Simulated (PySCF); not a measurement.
# Bi(III) with different ligands

Computed with PySCF 2.14.0, PBE0, def2-SVP on the ligands, density fitting, scalar-relativistic core potentials, no spin-orbit coupling, vacuum. The metal has def2-SVP with ECP60. Each complex is relaxed within the symmetry of a template of the same shape. Distances are means of the shortest metal–ligand contacts, charges and spins Mulliken's; removal energies are rigid, with the ligand's formal charge and no counterpoise, so too large; for an anion taken off a cation in vacuum most of it is the attraction of opposite charges, and multiply charged cations can part far more cheaply with an electron moved from ligand to metal.

```json
{"complex": "[BiF4]−", "point group": "Td", "M–first ligand (Å)": "2.142", "charge on M (e)": "1.29", "HOMO–LUMO gap (eV)": "6.73", "removal of one first-named ligand (eV)": "4.88", "strongest infrared band, degenerate modes summed (cm⁻¹)": "464", "unstable modes (below −25 cm⁻¹)": "0"}
```

Task: Order these by the energy to remove one first-named ligand, lowest first.
A. [Bi(SH)4]−
B. [Bi(NH2)4]−
C. [BiCl4]−
D. [Bi(OH)4]−
E. [BiH4]−

Result: A (3.00), C (3.59), B (3.63), D (4.83), E (5.00).

Task: What else do they give?

Result: 
| complex | point group | M–first ligand (Å) | charge on M (e) | HOMO–LUMO gap (eV) | removal of one first-named ligand (eV) | strongest infrared band, degenerate modes summed (cm⁻¹) | unstable modes (below −25 cm⁻¹) |
| --- | --- | --- | --- | --- | --- | --- | --- |
| [Bi(NH2)4]− | C2v | 2.294 | 0.61 | 5.64 | 3.63 | 398 | 0 |
| [Bi(OH)4]− | C2 | 2.182 | 0.89 | 6.63 | 4.83 | 800 | 0 |
| [Bi(SH)4]− | C2 | 2.686 | 0.62 | 4.44 | 3.00 | 209 | 0 |
| [BiCl4]− | Td | 2.609 | 0.97 | 5.46 | 3.59 | 263 | 0 |
| [BiH4]− | C2v | 1.967 | 0.19 | 4.54 | 5.00 | – | 0 |

Moved off a saddle point of the template and relaxed again: [Bi(NH2)4]−, [Bi(OH)4]−, [Bi(SH)4]−, [BiH4]−. One start shape was tried for each, so a minimum needn't be the lowest isomer.
